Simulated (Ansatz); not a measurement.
The cluster Pd4⁺. Charge 1, multiplicity 2. Geometry relaxed at B3LYP-D4/def2-SVP.

Cartesian coordinates in Å:
```
Pd 0.3032 0.2532 -1.5411
Pd 0.2590 -1.5310 0.3467
Pd 0.9556 0.9139 0.8861
Pd -1.5177 0.3639 0.3083
```

In the def2 sets Pd takes a core potential; there is no spin–orbit coupling. The charge 1 doublet is spin-contaminated (final ⟨S²⟩ up to 1.77, 0.75 for a pure state). At PBE0-D4/def2-TZVP a quartet of charge 1 lies 0.42 eV below the doublet at the same geometry. The structure comes from a short search, and lower isomers may exist.

Problem. Estimate the harmonic wavenumbers at UKS B3LYP-D4/def2-SVP (Ansatz, unscaled). Is this a minimum?

Solution. 109, 109, 162, 162, 167, 241 cm⁻¹. Yes, no mode is imaginary beyond noise. Zero-point energy 5.7 kJ/mol. Hardware: 2 threads of Intel Xeon Platinum 8259CL on a shared host. Wall time 5.1 min, peak host memory 0.68 GiB.
